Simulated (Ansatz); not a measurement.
One change: `ClC[SiH2][TeH]` becomes `CC[SiH2][TeH]`.

Ansatz, PBE0-D4/def2-TZVP geometries, multiplicity 1. Each molecule was computed in one conformer, which needn't be the lowest.

Elements past krypton have def2 core potentials.

```csv
property,`ClC[SiH2][TeH]`
HOMO–LUMO gap (B3LYP/def2-TZVPP) / eV,5.46
HOMO–LUMO gap (ωB97M-V/def2-TZVPP) / eV,9.80
HOMO–LUMO gap (PBE0/def2-TZVPP) / eV,5.91
HOMO energy (B3LYP/def2-TZVPP) / eV,-6.48
LUMO energy (ωB97M-V/def2-TZVPP) / eV,1.03
LUMO energy (B3LYP/def2-TZVPP) / eV,-1.01
```

What does the change do to each property? (Estimate.)

Ansatz gave: 
| property | `CC[SiH2][TeH]` | shift |
| --- | --- | --- |
| HOMO–LUMO gap (B3LYP/def2-TZVPP) / eV | 5.48 | 0.02 |
| HOMO–LUMO gap (ωB97M-V/def2-TZVPP) / eV | 9.81 | 0.01 |
| HOMO–LUMO gap (PBE0/def2-TZVPP) / eV | 5.94 | 0.03 |
| HOMO energy (B3LYP/def2-TZVPP) / eV | -6.17 | 0.31 |
| LUMO energy (ωB97M-V/def2-TZVPP) / eV | 1.34 | 0.31 |
| LUMO energy (B3LYP/def2-TZVPP) / eV | -0.69 | 0.32 |

B3LYP here is the variant with VWN-RPA as its local correlation; programs differ in this.

Spin–orbit coupling is left out; it splits and shifts lone-pair levels of the heavy atoms by tenths of an eV.
